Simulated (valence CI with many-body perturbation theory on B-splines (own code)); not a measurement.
**E1 transitions of Se20+**

Level of theory: configuration interaction combined with many-body perturbation theory (CI+MBPT): four valence electrons over a frozen Dirac-Fock core [Ne], radial functions for each j: 11 s, 11 p, 9 d, 7 f, 5 g, 2 h, 1 i, with the one-electron correlation potential Σ1 (screened to all orders), the two-electron term Σ2, the three-electron term Σ3, Breit, model QED; selected single and double excitations, second order for the rest (own B-spline code, finite nucleus).

No measured levels were compared; by estimate levels of excited configurations hold to 0.05 to 0.15 % of their energy, terms of the ground configuration to about 0.5 %.

Lines 1 to 50 of 223 in falling wavelength, among levels below 1353000 cm⁻¹, chosen from the strongest by gf and those to the six lowest levels. Wavelengths and rates use the calculated energies, so an error of 300 cm⁻¹ moves a line at 38.04 nm by 0.11 % and its rate by three times that or more. Electric multipoles are in the length gauge, E1 and E2 with the static RPA response of the core. Weak lines are less certain than strong ones. Lines between different terms over intervals too small for the method are left out, as are lines whose strength nearly cancels. The highest levels of a list are the least certain.

Names give the largest LS component (configuration and term), which can be under half, so a name can repeat, a term be missing and a line seem to break the LS rules; names also repeat where a configuration has a term twice. Letters in brackets count levels of one name in rising energy.

```
λ vac (nm)               Upper                Lower   A (s⁻¹)  S (a.u.) with core polarisation  S without
     38.04        3s 3p3 5S°_2         3s2 3p2 1D_2  8.38e+06                         1.14e-03   1.17e-03
     33.41        3s 3p3 3D°_1         3s2 3p2 1S_0  1.90e+07                         1.05e-03   1.08e-03
     31.99            3p4 1D_2         3s 3p3 1P°_1  7.57e+08                         6.12e-02   6.31e-02
     31.86            3p4 3P_2         3s 3p3 3S°_1  9.77e+08                         7.79e-02   8.04e-02
     29.97        3s 3p3 5S°_2         3s2 3p2 3P_2  1.19e+08                         7.92e-03   8.17e-03
     28.27      3s 3p2 3d 1G_4      3s2 3p 3d 1F°_3  5.85e+08                         5.87e-02   6.07e-02
     28.05        3s 3p3 5S°_2         3s2 3p2 3P_1  1.42e+08                         7.73e-03   7.97e-03
     27.49        3s 3p3 3D°_1         3s2 3p2 1D_2  2.21e+08                         6.80e-03   7.00e-03
     27.16            3p4 3P_1         3s 3p3 3S°_1  1.41e+09                         4.20e-02   4.33e-02
     27.16        3s 3p3 3D°_2         3s2 3p2 1D_2  4.26e+07                         2.11e-03   2.18e-03
     25.87        3s 3p3 3P°_1         3s2 3p2 1S_0  2.01e+08                         5.14e-03   5.30e-03
     25.80        3s 3p3 3D°_3         3s2 3p2 1D_2  8.27e+08                         4.91e-02   5.07e-02
     23.98            3p4 3P_2         3s 3p3 3P°_2  1.57e+09                         5.34e-02   5.51e-02
     23.52  3s 3p2 3d 3F_3 [a]      3s2 3p 3d 3F°_3  7.97e+08                         3.58e-02   3.69e-02
     23.25            3p4 1S_0         3s 3p3 1P°_1  8.16e+09                         5.06e-02   5.22e-02
     23.01        3s 3p3 3D°_1         3s2 3p2 3P_2  2.63e+08                         4.74e-03   4.89e-03
     22.93            3p4 1D_2      3s2 3p 3d 1D°_2  5.22e+09                         1.55e-01   1.60e-01
     22.78        3s 3p3 3D°_2         3s2 3p2 3P_2  4.19e+07                         1.22e-03   1.26e-03
     22.52      3s 3p2 3d 1F_3      3s2 3p 3d 3D°_2  9.67e+08                         3.82e-02   3.94e-02
     22.17        3s 3p3 3P°_1         3s2 3p2 1D_2  4.82e+07                         7.78e-04   8.03e-04
     22.12        3s 3p3 3P°_2         3s2 3p2 1D_2  2.99e+08                         7.98e-03   8.22e-03
     22.03  3s 3p2 3d 3F_3 [b]      3s2 3p 3d 3D°_3  1.02e+09                         3.78e-02   3.90e-02
     21.86        3s 3p3 3D°_1         3s2 3p2 3P_1  1.03e+08                         1.59e-03   1.64e-03
     21.82        3s 3p3 3D°_3         3s2 3p2 3P_2  2.22e+09                         7.95e-02   8.20e-02
     21.65        3s 3p3 3D°_2         3s2 3p2 3P_1  3.83e+09                         9.60e-02   9.90e-02
     21.63  3s 3p2 3d 3D_2 [c]      3s2 3p 3d 3P°_1  1.36e+09                         3.39e-02   3.50e-02
     21.21            3p4 3P_1         3s 3p3 3P°_2  2.33e+09                         3.29e-02   3.39e-02
     20.76            3p4 3P_2         3s 3p3 3D°_3  8.61e+09                         1.90e-01   1.96e-01
     20.56  3s 3p2 3d 3D_3 [b]  3s2 3p 3d 3P°_2 [b]  1.25e+09                         3.74e-02   3.85e-02
     20.55  3s 3p2 3d 3F_4 [b]      3s2 3p 3d 3D°_3  8.46e+08                         3.26e-02   3.36e-02
     20.49  3s 3p2 3d 3P_0 [a]         3s 3p3 1P°_1  7.61e+09                         3.23e-02   3.33e-02
     20.43            3p4 1D_2         3s 3p3 3P°_2  3.04e+09                         6.40e-02   6.59e-02
     20.37        3s 3p3 3S°_1         3s2 3p2 1S_0  1.09e+09                         1.36e-02   1.40e-02
     20.27  3s 3p2 3d 3F_3 [c]  3s2 3p 3d 3P°_2 [b]  2.76e+09                         7.95e-02   8.19e-02
     20.25      3s 3p2 3d 1F_3  3s2 3p 3d 3P°_2 [a]  3.09e+09                         8.88e-02   9.14e-02
     20.05      3s 3p2 3d 3G_5      3s2 3p 3d 3F°_4  1.35e+10                         5.90e-01   6.07e-01
     20.04      3s 3p2 3d 1G_4      3s2 3p 3d 3F°_4  1.77e+09                         6.33e-02   6.53e-02
     19.96            3p4 3P_2         3s 3p3 3D°_2  3.23e+09                         6.33e-02   6.53e-02
     19.83  3s 3p2 3d 3D_1 [b]      3s2 3p 3d 3D°_1  2.65e+09                         3.06e-02   3.15e-02
     19.78     3s2 3p 3d 1D°_2         3s2 3p2 1D_2  7.18e+09                         1.37e-01   1.41e-01
     19.75        3s 3p3 3D°_1         3s2 3p2 3P_0  5.43e+09                         6.20e-02   6.39e-02
     19.61  3s 3p2 3d 3D_3 [b]      3s2 3p 3d 3D°_2  4.11e+09                         1.07e-01   1.10e-01
     19.40  3s 3p2 3d 3F_3 [b]  3s2 3p 3d 3P°_2 [a]  1.85e+09                         4.68e-02   4.82e-02
     19.36  3s 3p2 3d 3F_3 [c]      3s2 3p 3d 3D°_2  1.42e+09                         3.55e-02   3.66e-02
     19.16        3s 3p3 3P°_1         3s2 3p2 3P_2  7.51e+08                         7.82e-03   8.06e-03
     19.12        3s 3p3 3P°_2         3s2 3p2 3P_2  8.98e+09                         1.55e-01   1.60e-01
     19.01  3s 3p2 3d 3D_2 [c]  3s2 3p 3d 3P°_2 [a]  2.26e+09                         3.83e-02   3.95e-02
     18.98  3s 3p2 3d 3P_1 [a]         3s 3p3 3S°_1  3.07e+09                         3.11e-02   3.20e-02
     18.95      3s 3p2 3d 3G_4      3s2 3p 3d 3F°_3  1.61e+10                         4.88e-01   5.03e-01
     18.91  3s 3p2 3d 3F_3 [b]      3s2 3p 3d 3F°_4  1.36e+09                         3.17e-02   3.27e-02
```
